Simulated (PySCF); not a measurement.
Species: C5H15NOSi2.
Structure used (GFN2-xTB), in Å, numbered top down from 1:
```
atom  x, y, z in Å
N1    -2.7007   -2.1251   -0.9953
Si2   -1.7729   -1.2539    0.1614
C3     0.0162   -1.1668   -0.4610
C4     0.9156   -0.3509    0.4668
C5     2.3077   -0.1949   -0.0980
C6     3.1406    0.9958    0.2680
C7     2.5754    0.8724   -1.1152
O8    -2.3278    0.2584    0.4307
Si9   -2.6265    1.8320    0.2300
H10   -2.4302   -2.1438   -1.9641
H11   -3.7032   -2.1304   -0.9126
H12   -1.9458   -1.9006    1.4585
H13    0.0520   -0.7175   -1.4565
H14    0.4244   -2.1731   -0.5603
H15    0.9692   -0.8388    1.4438
H16    0.4761    0.6373    0.6161
H17    2.8308   -1.1357   -0.2292
H18    2.7082    1.7339    0.9268
H19    4.2035    0.8647    0.4042
H20    1.7605    1.5269   -1.3872
H21    3.2504    0.6598   -1.9305
H22   -3.6633    2.1484    1.2088
H23   -3.0848    2.0507   -1.1439
H24   -1.3871    2.5710    0.4798
```

Computed at PBE0/pcSseg-1 (PySCF, non-relativistic), with Q(14N) = 0.02044 b, Q(17O) = −0.0256 b: N1, 14N (I = 1): χzz = -4.515 MHz, η = 0.351; O8, 17O (I = 5/2): χzz = -6.494 MHz, η = 0.040.

Task: Where would the pure quadrupole (NQR) lines of 14N at N1 fall for the rigid, isolated species?

Result: From ν± = (3/4)|χ|(1 ± η/3) and ν0 = |χ|η/2: ν+ 3.782 MHz, ν− 2.990 MHz, ν0 0.792 MHz (silicon-bound nitrogen).

Task: Find the zero-field quadrupole resonance frequencies of 17O at O8.

Result: From the eigenvalues of H = χ/[4I(2I − 1)] × [3Iz² − I(I + 1) + η(Ix² − Iy²)], steps between neighbouring levels, labelled as for η = 0: ±1/2↔±3/2 0.976 MHz, ±3/2↔±5/2 1.948 MHz (siloxane oxygen).

In a crystal, neighbours and librations shift these lines. GFN2-xTB frequencies show an imaginary mode (34i cm⁻¹), so this geometry is no minimum at that level. GFN2-xTB bond lengths can be off by several hundredths of an ångström, more for odd bonds, and the gradients follow them. The small basis limits the accuracy of the gradients.

One conformer stands for the species.
